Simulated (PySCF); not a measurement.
# Vibration and rotation of NaSr⁻

RHF-CCSD(T) constants of NaSr⁻, ¹Σ⁺ (singlet), closed shell (PySCF, spin-free X2C with a Gaussian nucleus, basis sets Na aug-cc-pVDZ-DK, Sr aug-cc-pVDZ-X2C; masses 22.9898 and 87.9056 u):

| Item | Value |
| --- | --- |
| ωe | 75.9 cm⁻¹ |
| ωexe | 0.531 cm⁻¹ |
| Be | 0.055531 cm⁻¹ |
| αe | 0.000499 cm⁻¹ |
| D (centrifugal) | 1.19e-07 cm⁻¹ |
| De to Na⁻ + Sr | 0.467 eV |

Give the band origin of the fundamental and the first lines of its P and R branches.

ν0 = ωe − 2ωexe = 74.8 cm⁻¹, B0 = 0.055281, B1 = 0.054782 cm⁻¹.

| J″ | P(J″) − ν0 | R(J″) − ν0 |
| --- | --- | --- |
| 0 |  | 0.110 |
| 1 | -0.111 | 0.218 |
| 2 | -0.222 | 0.326 |
| 3 | -0.335 | 0.432 |
| 4 | -0.448 | 0.538 |
| 5 | -0.563 | 0.642 |
| 6 | -0.678 | 0.746 |

Near which J would the R branch turn back, without centrifugal distortion?

At J ≈ (B0 + B1)/(2(B0 − B1)) − 1 ≈ 110.

Correlated steps freeze 10 core orbitals. Correlated levels converge slowly with the basis: in double zeta they bind strong bonds too weakly, by up to about 1 eV, and carry superposition errors of some tenths. For an ion De counts to the pair picked by the measured ionisation energies or electron affinities, which need not be the lowest pair at this level.
